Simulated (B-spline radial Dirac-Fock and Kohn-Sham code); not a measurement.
**Atomic iron: differential elastic cross section for electrons at 100 keV**

The computed values come from an atomic code on a B-spline grid: relativistic (Dirac) partial waves in the static field of the Dirac-Fock atom with Furness-McCarthy exchange, without polarisation or absorption potentials.

```csv
θ (°),dσ/dΩ (a₀²/sr),Sherman function
0,254,0.000
1,46.4,0.000
2,10.7,0.000
3,3.37,0.000
5,0.585,0.000
7,0.181,0.000
10,0.0516,0.000
15,0.0116,0.000
20,0.00389,-0.001
25,0.00167,-0.002
30,0.000838,-0.004
40,0.000284,-0.009
50,0.000124,-0.017
60,6.30e-05,-0.026
70,3.59e-05,-0.037
80,2.23e-05,-0.047
90,1.48e-05,-0.057
100,1.04e-05,-0.065
110,7.69e-06,-0.071
120,5.94e-06,-0.073
130,4.78e-06,-0.072
140,4.00e-06,-0.065
150,3.49e-06,-0.054
160,3.16e-06,-0.039
170,2.98e-06,-0.020
180,2.91e-06,0.000
```

The total elastic cross section is 0.227 a₀², the first transport cross section 0.000630 a₀² and the second, weighted with (3/2) sin²θ, 0.00162 a₀². The mean deflection is ⟨1 − cos θ⟩ = 0.00278, and 0.019 % of the collisions scatter beyond 90°.

Phase shifts modulo π (rad) for κ = −1 to −5: 1.408, 1.066, 0.895, 0.783, 0.701.
